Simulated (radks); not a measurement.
Results of a calculation; reference values are marked as such.
Mean orbital radii <r> (bohr) of neutral aluminium, [Ne] 3s2 3p1, at several levels of relativity; Dirac values are averaged over j with weights 2j + 1. Spin-unpolarised spherical Kohn-Sham, PBE, point nucleus unless stated (finite: rms radius 3.061 fm), a radial shooting solver on a logarithmic mesh with Libxc functionals. A level marked "c x" has the speed of light scaled by that factor and shares open shells by 2j + 1; other Dirac levels either fill j = l - 1/2 first or share by 2j + 1.

shell  non-rel.  scalar-rel., finite nucleus  Dirac, low j first  Dirac, 2j+1 shares, finite nucleus  change of magnitude, last against first (%)
1s       0.1205                       0.1202              0.1202                              0.1202                                        -0.28
2s       0.6279                       0.6261              0.6260                              0.6260                                        -0.30
2p       0.6039                       0.6034              0.6034                              0.6034                                        -0.07
3s        2.548                        2.543               2.543                               2.543                                        -0.20
3p        3.445                        3.448               3.449                               3.448                                        +0.07
